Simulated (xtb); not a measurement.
CH10Si4, SMILES [SiH3][Si@@H]1C[SiH2][SiH2]1. All values are semi-empirical tight-binding results from xtb (GFN2-xTB unless named), good for trends rather than for accurate numbers. The structure is a stationary point at GFN2-xTB. The structure was generated by enumeration; whether it is a known compound was not checked.

Optimised geometry:

```xyz
15

Si     2.5989    -0.8201    -0.2183
Si     0.7273     0.3179     0.5221
C     -0.6948    -0.8847     1.0848
Si    -2.2304    -0.2962     0.0763
Si    -0.8663     1.3324    -0.8907
H      3.3311    -1.5550     0.8179
H      2.2411    -1.8091    -1.2405
H      3.5646     0.0920    -0.8375
H      1.0870     1.1556     1.6892
H     -0.4495    -1.9269     0.8775
H     -0.8680    -0.8414     2.1593
H     -3.3324     0.1042     0.9595
H     -2.7682    -1.3797    -0.7564
H     -0.6255     1.2497    -2.3392
H     -1.2243     2.7438    -0.6900
```

Computed properties:
```json
{
  "orbital_gap": "3.20 eV",
  "dipole_moment": "0.35 D",
  "zero_point_energy": "56.7 kcal/mol",
  "G − E(el) at 298.15 K (modified RRHO)": "34.5 kcal/mol",
  "static polarisability (D4 model)": "122.3 bohr³",
  "solvation energy, GFN2-xTB/ALPB(water)": "-0.4 kcal/mol",
  "solvation energy, GFN2-xTB/ALPB(octanol)": "-4.3 kcal/mol"
}
```

Task: Give the atomic charges and the Wiberg bond orders between heavy atoms. (The exact figures need the calculation; the answer reports its results.)

Result: charges (e) Si1 0.36, Si2 0.29, C3 -0.27, Si4 0.36, Si5 0.28, H6 -0.11, H7 -0.13, H8 -0.14, H9 -0.13, H10 -0.01, H11 0.00, H12 -0.12, H13 -0.12, H14 -0.13, H15 -0.12. Bond orders Si1–Si2 0.85, Si2–C3 0.90, C3–Si4 0.91, Si2–Si5 0.85, Si4–Si5 0.85.
